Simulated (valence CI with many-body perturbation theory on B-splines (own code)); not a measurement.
## Level structure of Ba33+

Method: valence CI with perturbative core correlation (CI+MBPT): five valence electrons over a frozen Dirac-Fock core [Ar], radial functions for each j: 7 s, 7 p, 8 d, 6 f, 4 g, 1 h, with the one-electron correlation potential Σ1 (screened to all orders), the two-electron term Σ2, the three-electron term Σ3, Breit, model QED; selected single and double excitations, second order for the rest, scaled by the run's own slope (own B-spline code, finite nucleus).

The last digits are not significant, and no measured levels were compared; by estimate large intervals hold to a few tenths of a per cent, small ones and those within an open d or f shell to about a per cent. Only levels of the ground parity were solved; by the run's estimate the other parity begins above the list, which can be wrong where configurations are misplaced.

Levels 1 to 37 of 37, with energies above the lowest level, (3d3/2^4 3d5/2) J=5/2. "Leading %" is the weight of the configuration and term that name the level; weights of strongly mixed levels are sums over their largest components and can fall short. In the jj column 3d3/2^4 stands for four electrons in 3d with j = 3/2. Lifetimes count E1, E2, E3, M1 and M2 decay at the calculated energies, and are blank where another channel may lead or the interval is too uncertain; long ones can be off by a factor of two.

```tsv
No.	Configuration	Term	J	E (cm⁻¹)	Leading %	g	Lifetime	Leading jj
1	3d⁵	⁶S	5/2	0	43	1.644		3d3/2^4 3d5/2 (65 %)
2	3d⁵	⁶S	5/2	102870	30	1.200	28.7 μs	3d3/2^3 3d5/2^2 (54 %)
3	3d⁵	⁴G	7/2	167310	44	1.136	52.9 μs	3d3/2^3 3d5/2^2 (96 %)
4	3d⁵	⁴D	3/2	172880	41	1.275	14.2 μs	3d3/2^3 3d5/2^2 (94 %)
5	3d⁵	⁴G	11/2	176370	51	1.151		3d3/2^3 3d5/2^2 (92 %)
6	3d⁵	⁴G	9/2	196170	54	1.152	1.91 ms	3d3/2^3 3d5/2^2 (82 %)
7	3d⁵	⁴D	5/2	202420	37	1.134	39.1 μs	3d3/2^3 3d5/2^2 (67 %)
8	3d⁵	⁴P	1/2	212040	59	1.877	460 μs	3d3/2^3 3d5/2^2 (72 %)
9	3d⁵	²F	7/2	242630	30	1.139	152 μs	3d3/2^3 3d5/2^2 (83 %)
10	3d⁵	²D	5/2	263320	36	1.212	10.6 μs	3d3/2^2 3d5/2^3 (58 %)
11	3d⁵	⁴D	7/2	291920	45	1.201	22.7 μs	3d3/2^2 3d5/2^3 (88 %)
12	3d⁵	²D	3/2	293440	53	0.817	56.1 μs	3d3/2^3 3d5/2^2 (57 %)
13	3d⁵	²I	11/2	297760	57	1.057		3d3/2^2 3d5/2^3 (93 %)
14	3d⁵	²G	9/2	312090	43	1.144	31.2 μs	3d3/2^2 3d5/2^3 (82 %)
15	3d⁵	⁴D	1/2	317700	74	0.621	16.7 μs	3d3/2^2 3d5/2^3 (92 %)
16	3d⁵	²I	13/2	325720	100	1.071	148 μs	3d3/2^2 3d5/2^3 (100 %)
17	3d⁵	⁴P	3/2	327240	51	1.182	7.98 μs	3d3/2^2 3d5/2^3 (89 %)
18	3d⁵	²F	5/2	342040	39	1.015	14.5 μs	3d3/2^2 3d5/2^3 (85 %)
19	3d⁵	²H	9/2	371130	53	1.101	11.0 μs	3d3/2^2 3d5/2^3 (100 %)
20	3d⁵	²G	7/2	384590	61	0.988	44.2 μs	3d3/2^2 3d5/2^3 (98 %)
21	3d⁵	⁴F	5/2	390890	54	1.034	11.1 μs	3d3/2^2 3d5/2^3 (89 %)
22	3d⁵	²D	3/2	410610	81	0.781	29.0 μs	3d3/2^2 3d5/2^3 (56 %)
23	3d⁵	²F	7/2	424090	51	1.058	16.5 μs	3d3/2^2 3d5/2^3 (78 %)
24	3d⁵	²S	1/2	430440	58	1.869	11.0 μs	3d3/2^2 3d5/2^3 (54 %)
25	3d⁵	⁴P	5/2	435330	32	1.201	5.00 μs	3d3/2 3d5/2^4 (79 %)
26	3d⁵	²G	9/2	464050	59	1.104		3d3/2^2 3d5/2^3 (72 %)
27	3d⁵	⁴F	7/2	479570	38	1.191	7.29 μs	3d3/2 3d5/2^4 (94 %)
28	3d⁵	²H	11/2	490850	62	1.062	8.02 μs	3d3/2 3d5/2^4 (97 %)
29	3d⁵	²D	3/2	506290	54	0.876	5.44 μs	3d3/2 3d5/2^4 (81 %)
30	3d⁵	²D	5/2	533220	64	1.118	7.43 μs	3d3/2 3d5/2^4 (73 %)
31	3d⁵	²G	9/2	547280	81	1.108	11.0 μs	3d3/2 3d5/2^4 (70 %)
32	3d⁵	²D	5/2	569430	59	1.107	9.65 μs	3d3/2^2 3d5/2^3 (50 %)
33	3d⁵	²P	3/2	570030	78	1.206	19.1 μs	3d3/2^2 3d5/2^3 (86 %)
34	3d⁵	²G	7/2	582060	70	0.962	9.74 μs	3d3/2 3d5/2^4 (86 %)
35	3d⁵	²P	1/2	647210	77	0.947	8.40 μs	3d3/2 3d5/2^4 (70 %)
36	3d⁵	²D	5/2	703070	73	1.168	3.69 μs	3d5/2^5 (57 %)
37	3d⁵	²D	3/2	717830	77	0.889	5.41 μs	3d3/2 3d5/2^4 (85 %)
```

The ionisation energy to 3d⁴ ³P0 of the next ion comes out as 2142.4 eV (NIST: 2142 ± 5 eV (theoretical)). All 37 levels together are meant to be complete up to 746880 cm⁻¹.
